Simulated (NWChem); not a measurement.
System: AlNH₄; SMILES [AlH2][NH2]

Results from NWChem. All runs use the structure optimised with B3LYP/6-31G* (spherical d).

For level TPSS/def2-SVP:

```
Item                         Result
---------------------------  ------
highest occupied level (eV)   -6.08
dipole (D)                     1.64
```

Task: What are these values for level TPSS/pcseg-1?

Result: The highest occupied level (eV) comes out as -6.22 and the dipole (D) is 1.36.
